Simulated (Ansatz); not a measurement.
A nudged elastic band was laid between two geometries of AlClFH₂Si (6 atoms, charge -1, multiplicity 1).

These are results of RKS PBE0-D4/def2-SVP in Ansatz, not measurements.

| Property | Result |
| --- | --- |
| movable images | 5 |
| climbing image | yes |
| spring | 5.0 eV/Å² |
| optimiser | quadratic models (default) |
| start path | IDPP |
| force threshold | 0.03 eV/Å |
| iteration limit | 58 |
| end points | relaxed |

Image 0:

```xyz
6
Properties=species:S:1:pos:R:3
F 0.287 -2.299 -0.419
Al -0.373 -0.767 -0.100
Si 0.720 1.077 0.963
Cl -2.507 -1.004 -0.524
H 1.924 0.922 0.009
H -0.050 2.071 0.072
```

Image 6:

```xyz
6
Properties=species:S:1:pos:R:3
F 0.274 -2.334 -0.195
Al -0.368 -0.761 -0.154
Si 0.797 1.291 -0.552
Cl -2.532 -1.067 -0.033
H 1.905 0.865 0.434
H -0.076 2.006 0.499
```

Question: What changes between the two ends?

Answer: No bond is made or broken. The height of Si3 over the plane of its neighbours goes from 0.95 to -0.95 Å. The two ends are copies of one structure, up to a mirror image or an exchange of like atoms. The height can change sign by an inversion or by a turn that exchanges like atoms.

Question: What energy profile does the band end with?

Answer: The forces met the threshold. The highest image is number 3 of 0 to 6, 10.9 kcal/mol above the ends, which have the same energy within 2 meV. A vibrational analysis at the climbing image gives one clearly imaginary mode, 390i cm⁻¹: a first-order saddle point. Limits of this set-up: an anion without diffuse functions.

```json
{"image": "0", "path coordinate (Å)": "0.00", "energy (kcal/mol)": "0.0", "height of Si3 over the plane of its neighbours (Å)": "0.95"}
{"image": "1", "path coordinate (Å)": "0.38", "energy (kcal/mol)": "1.0", "height of Si3 over the plane of its neighbours (Å)": "0.78"}
{"image": "2", "path coordinate (Å)": "0.76", "energy (kcal/mol)": "6.1", "height of Si3 over the plane of its neighbours (Å)": "0.43"}
{"image": "3", "path coordinate (Å)": "1.15", "energy (kcal/mol)": "10.9", "height of Si3 over the plane of its neighbours (Å)": "0.00"}
{"image": "4", "path coordinate (Å)": "1.53", "energy (kcal/mol)": "6.1", "height of Si3 over the plane of its neighbours (Å)": "-0.43"}
{"image": "5", "path coordinate (Å)": "1.91", "energy (kcal/mol)": "1.0", "height of Si3 over the plane of its neighbours (Å)": "-0.78"}
{"image": "6", "path coordinate (Å)": "2.29", "energy (kcal/mol)": "0.0", "height of Si3 over the plane of its neighbours (Å)": "-0.95"}
```

Question: What is the geometry of the highest image?

Answer: 
```xyz
6
Properties=species:S:1:pos:R:3
F 0.217 -2.472 -0.207
Al -0.451 -0.919 -0.088
Si 0.671 1.024 0.101
Cl -2.610 -1.131 -0.151
H 2.165 1.136 0.141
H 0.007 2.363 0.203
```

Question: What are the harmonic wavenumbers there?

Answer: 390i, 123, 206, 244, 305, 381, 434, 569, 811, 889, 2188, 2198 cm⁻¹.

Run time: 3 min on 1 thread of Intel(R) Xeon(R) Processor @ 2.50GHz (Skylake/Cascade Lake), on a shared host, peak memory 0.19 GiB.
